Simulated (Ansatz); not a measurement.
Isolated molecules relaxed with PBE0-D4/def2-TZVP in Ansatz; ΔE leaves out vibrations. CBS: MP2 limit from def2 TZ/QZ plus the TZ coupled-cluster correction, frozen cores. This one scheme is used for every species. DFT in def2-TZVPP. For Ga outer-core shells are correlated without core-valence functions, which leaves a few kJ/mol of doubt a bond. Scalar relativity is left out up to krypton. One conformer a species, not always the lowest.

Reaction (cleavage of the Ga–Si bond): `N[SiH2][GaH2]` + `[SiH3]CS` → `[SiH3]C[S][GaH2]` + `N[SiH3]`

`N[SiH2][GaH2]`:

Cartesian coordinates in Å:
```
N 0.467 1.557 0.356
Si 0.778 -0.112 0.042
Ga -1.316 -1.280 -0.202
H -0.283 2.019 -0.132
H 1.229 2.195 0.524
H 1.574 -0.649 1.184
H 1.616 -0.387 -1.174
H -2.654 -0.495 -0.491
H -1.409 -2.848 -0.107
```

`[SiH3]CS`:

```xyz
9

Si   -0.653   -0.454   -0.730
C     0.734   -0.191    0.507
S     0.392    1.219    1.594
H    -1.914   -0.766   -0.013
H    -0.323   -1.569   -1.661
H    -0.833    0.792   -1.522
H     0.798   -1.058    1.170
H     1.707   -0.080    0.023
H     0.092    2.107    0.632
```

`[SiH3]C[S][GaH2]`:

```xyz
11

Si   -1.461    0.607   -0.452
C    -0.432    0.171    1.057
S     1.283    0.751    0.821
Ga    2.160   -0.821   -0.429
H    -1.421    2.074   -0.674
H    -2.877    0.174   -0.280
H    -0.883   -0.082   -1.636
H    -0.813    0.678    1.947
H    -0.453   -0.901    1.259
H     3.630   -0.583   -0.888
H     1.266   -2.068   -0.727
```

`N[SiH3]`:

Cartesian coordinates in Å:
```
N -0.197 0.303 1.003
Si 0.222 -0.218 -0.581
H -0.870 -0.221 1.538
H -0.278 1.288 1.198
H 0.540 -1.668 -0.515
H -0.830 -0.041 -1.627
H 1.413 0.557 -1.016
```

| species | r2SCAN energy (Eh) |
| --- | --- |
| `N[SiH2][GaH2]` | -2272.67175 |
| `[SiH3]CS` | -729.34550 |
| `[SiH3]C[S][GaH2]` | -2654.81340 |
| `N[SiH3]` | -347.23951 |

Work out ΔE.

ΔE = (-2654.81340) + (-347.23951) − (-2272.67175) − (-729.34550) = -0.03566 Eh = -93.6 kJ/mol. CCSD(T)/CBS gives -96.1 kJ/mol.

Largest T1 diagnostic among the species: 0.013.

The D4 term adds −5.3 kJ/mol with B3LYP and −2.8 kJ/mol with PBE0; it sums over pairs of atoms, weighted by their polarisabilities, and B3LYP, whose exchange is more repulsive, gets the larger term. Leaving LDA and LC-ωPBE aside and taking each functional with its dispersion term where it has one, the values, not all of them listed here, spread over 11.2 kJ/mol, from BHLYP-D4 to PBE-D4. LDA lies −4.9 kJ/mol from PBE without D4.

B3LYP here is the variant with VWN-RPA as its local correlation; programs differ in this.
